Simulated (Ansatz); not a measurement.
Sn4Cl4. Charge 0, multiplicity 1. Geometry PBE0-D4/def2-SVP, basis def2-TZVP, Ansatz.

Cartesian coordinates in Å:
```
Sn -0.1436 1.9237 1.2066
Sn -1.6797 -0.5982 0.0613
Sn 1.1956 -0.7539 1.7801
Sn 0.2917 1.4005 -1.7663
Cl -0.7633 -2.4493 1.9271
Cl 2.3394 1.5440 0.3386
Cl -1.9034 0.2674 -2.5691
Cl 0.6634 -1.3343 -0.9783
```

```json
{"run": "A", "HOMO (eV)": "-5.83", "LUMO (eV)": "-2.99"}
{"run": "B", "HOMO (eV)": "-5.30", "LUMO (eV)": "-3.51"}
{"run": "C", "HOMO (eV)": "-5.06", "LUMO (eV)": "-3.48"}
{"run": "D", "HOMO (eV)": "-4.87", "LUMO (eV)": "-3.33"}
```

In the def2 sets Sn takes a core potential; there is no spin–orbit coupling. The structure comes from a short search, and lower isomers may exist.

Question: The runs used BLYP, PBE, PBE0, r2SCAN. Estimate which is which.

Answer: A PBE0 (25 % exact exchange); B r2SCAN (0 % exact exchange); C PBE (0 % exact exchange); D BLYP (0 % exact exchange). Exact exchange lowers occupied and raises empty levels; among semilocal functionals meta-GGAs tend to open the gap a little, and such runs are hard to tell apart. The gap grows from 1.54 eV (BLYP) to 2.84 eV (PBE0).
